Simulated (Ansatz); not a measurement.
A nudged elastic band was laid between two geometries of Cl₃HSn (5 atoms, charge 0, multiplicity 1).

The calculation used Ansatz 0.2.0, RKS PBE-D4/def2-SVPD.

```yaml
movable_images: 5
climbing_image: yes
spring: 5.0 eV/Å²
optimiser: quadratic models (default)
start_path: through a guess of the saddle point
force_threshold: 0.05 eV/Å
iteration_limit: 60
end_points: relaxed
```

Initial state:

```xyz
5
Properties=species:S:1:pos:R:3
Sn 0.208 0.000 0.329
H -0.037 0.000 2.023
Cl 2.511 0.000 -0.190
Cl -0.760 1.908 -0.670
Cl -0.760 -1.908 -0.670
```

Final state:

```xyz
5
Properties=species:S:1:pos:R:3
Sn -0.711 0.731 0.976
H 1.231 -1.025 0.259
Cl 2.104 -0.077 0.712
Cl -0.806 1.976 -1.105
Cl -0.656 -1.604 -0.021
```

(1) Which bonds break or form, and what moves?

(2) Give the energies along the band, and the barrier.

(3) What is the geometry of the highest image?

The band took 17 iterations and roughly 5 core-minutes.

Results:

(1) Bonds broken: Sn1–H2, Sn1–Cl3. Bonds formed: H2–Cl3.

(2) The forces met the threshold. The highest image is number 2 of 0 to 6, 126.1 kJ/mol above the first end and 160.0 kJ/mol above the last; the last end lies 33.9 kJ/mol below the first. Neighbouring images differ by up to 1.3 eV, so the band resolves the path poorly. A vibrational analysis at the climbing image gives one clearly imaginary mode, 899i cm⁻¹: a first-order saddle point. The orbitals stay closed-shell, which can raise the energy where a bond breaks towards radicals; this wasn't checked here.

```json
{"image": "0", "path coordinate (Å)": "0.00", "energy (kJ/mol)": "0.0", "Sn1–H2 (Å)": "1.71", "Sn1–Cl3 (Å)": "2.36", "H2–Cl3 (Å)": "3.37"}
{"image": "1", "path coordinate (Å)": "0.68", "energy (kJ/mol)": "40.7", "Sn1–H2 (Å)": "1.70", "Sn1–Cl3 (Å)": "2.39", "H2–Cl3 (Å)": "2.69"}
{"image": "2", "path coordinate (Å)": "1.37", "energy (kJ/mol)": "126.1", "Sn1–H2 (Å)": "1.78", "Sn1–Cl3 (Å)": "2.60", "H2–Cl3 (Å)": "1.94"}
{"image": "3", "path coordinate (Å)": "2.33", "energy (kJ/mol)": "-1.2", "Sn1–H2 (Å)": "2.79", "Sn1–Cl3 (Å)": "3.05", "H2–Cl3 (Å)": "1.31"}
{"image": "4", "path coordinate (Å)": "3.30", "energy (kJ/mol)": "-16.3", "Sn1–H2 (Å)": "3.55", "Sn1–Cl3 (Å)": "3.09", "H2–Cl3 (Å)": "1.30"}
{"image": "5", "path coordinate (Å)": "4.26", "energy (kJ/mol)": "-21.8", "Sn1–H2 (Å)": "3.34", "Sn1–Cl3 (Å)": "3.10", "H2–Cl3 (Å)": "1.30"}
{"image": "6", "path coordinate (Å)": "5.22", "energy (kJ/mol)": "-33.9", "Sn1–H2 (Å)": "2.71", "Sn1–Cl3 (Å)": "2.94", "H2–Cl3 (Å)": "1.37"}
```

(3) 
```xyz
5
Properties=species:S:1:pos:R:3
Sn -0.269 0.004 0.413
H 0.924 0.005 1.741
Cl 2.336 -0.012 0.413
Cl -0.903 1.897 -0.883
Cl -0.926 -1.894 -0.862
```

Run time: 77 s on 4 threads of Intel(R) Xeon(R) Platinum 8488C (Sapphire Rapids) (shared host), peak memory 0.21 GiB.
